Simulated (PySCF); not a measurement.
Radial density of Mn(2+) (manganese, charge +2)

UHF, [Ar] 3d5, high-spin 6S determinant. Computed with PySCF 2.14 in aug-cc-pVDZ-DK, with the spin-free X2C one-electron Hamiltonian (Gaussian nucleus).

```json
{"r (bohr)": "0.00108", "4πr²ρ (e/bohr)": "0.2153", "4πr²(ρα − ρβ)": "0.0000"}
{"r (bohr)": "0.00182", "4πr²ρ (e/bohr)": "0.5449", "4πr²(ρα − ρβ)": "0.0000"}
{"r (bohr)": "0.00306", "4πr²ρ (e/bohr)": "1.350", "4πr²(ρα − ρβ)": "0.0000"}
{"r (bohr)": "0.00515", "4πr²ρ (e/bohr)": "3.227", "4πr²(ρα − ρβ)": "0.0000"}
{"r (bohr)": "0.00867", "4πr²ρ (e/bohr)": "7.255", "4πr²(ρα − ρβ)": "0.0000"}
{"r (bohr)": "0.0146", "4πr²ρ (e/bohr)": "14.63", "4πr²(ρα − ρβ)": "0.0000"}
{"r (bohr)": "0.0245", "4πr²ρ (e/bohr)": "24.45", "4πr²(ρα − ρβ)": "0.0001"}
{"r (bohr)": "0.0413", "4πr²ρ (e/bohr)": "30.09", "4πr²(ρα − ρβ)": "0.0009"}
{"r (bohr)": "0.0694", "4πr²ρ (e/bohr)": "25.40", "4πr²(ρα − ρβ)": "0.0057"}
{"r (bohr)": "0.117", "4πr²ρ (e/bohr)": "24.81", "4πr²(ρα − ρβ)": "0.0426"}
{"r (bohr)": "0.196", "4πr²ρ (e/bohr)": "33.24", "4πr²(ρα − ρβ)": "0.2928"}
{"r (bohr)": "0.330", "4πr²ρ (e/bohr)": "18.75", "4πr²(ρα − ρβ)": "1.4270"}
{"r (bohr)": "0.555", "4πr²ρ (e/bohr)": "12.72", "4πr²(ρα − ρβ)": "3.6899"}
{"r (bohr)": "0.934", "4πr²ρ (e/bohr)": "12.89", "4πr²(ρα − ρβ)": "4.0425"}
{"r (bohr)": "1.57", "4πr²ρ (e/bohr)": "3.132", "4πr²(ρα − ρβ)": "1.6812"}
{"r (bohr)": "2.64", "4πr²ρ (e/bohr)": "0.2465", "4πr²(ρα − ρβ)": "0.2205"}
{"r (bohr)": "4.45", "4πr²ρ (e/bohr)": "0.001939", "4πr²(ρα − ρβ)": "0.0019"}
{"r (bohr)": "7.48", "4πr²ρ (e/bohr)": "1.159e-05", "4πr²(ρα − ρβ)": "0.0000"}
```

Densities and radii are taken from the X2C orbitals without a picture-change correction, which distorts them close to the nucleus.
